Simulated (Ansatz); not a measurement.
`N=[CH][GaH][NH2]`. The species carries charge 0 and has multiplicity 1. Geometry: relaxed with PBE0-D4/def2-TZVP. It is one conformer, not always the lowest.

```xyz
9

N    -0.466   -0.148    1.727
C    -0.046    0.847    1.056
Ga    0.345    0.509   -0.863
N     0.023   -1.204   -1.331
H    -0.647    0.099    2.704
H     0.089    1.835    1.524
H     0.870    1.532   -1.918
H    -0.316   -1.868   -0.654
H     0.149   -1.603   -2.245
```

What is the dipole moment at ωB97M-V/def2-TZVPP? (Best estimate.)

The calculation gave: 0.97 D, with components (0.16, 0.92, 0.29) D in this frame, pointing from negative to positive charge.

And with PBE, r2SCAN, B3LYP? (Estimate.)

The calculation gave: PBE 0.66 D, r2SCAN 0.76 D, B3LYP 0.87 D.

Give the Mulliken charges with ωB97M-V, r2SCAN, PBE in def2-TZVPP. (Best estimate.)

Computed: 
```json
{"atom": "N1", "ωB97M-V": "-0.26", "r2SCAN": "-0.32", "PBE": "-0.26"}
{"atom": "C2", "ωB97M-V": "-0.16", "r2SCAN": "-0.06", "PBE": "-0.11"}
{"atom": "Ga3", "ωB97M-V": "0.32", "r2SCAN": "0.32", "PBE": "0.22"}
{"atom": "N4", "ωB97M-V": "-0.36", "r2SCAN": "-0.43", "PBE": "-0.36"}
{"atom": "H5", "ωB97M-V": "0.12", "r2SCAN": "0.15", "PBE": "0.15"}
{"atom": "H6", "ωB97M-V": "0.10", "r2SCAN": "0.06", "PBE": "0.07"}
{"atom": "H7", "ωB97M-V": "0.00", "r2SCAN": "-0.04", "PBE": "-0.03"}
{"atom": "H8", "ωB97M-V": "0.13", "r2SCAN": "0.17", "PBE": "0.16"}
{"atom": "H9", "ωB97M-V": "0.11", "r2SCAN": "0.16", "PBE": "0.15"}
```

B3LYP here is the variant with VWN-RPA as its local correlation; programs differ in this.
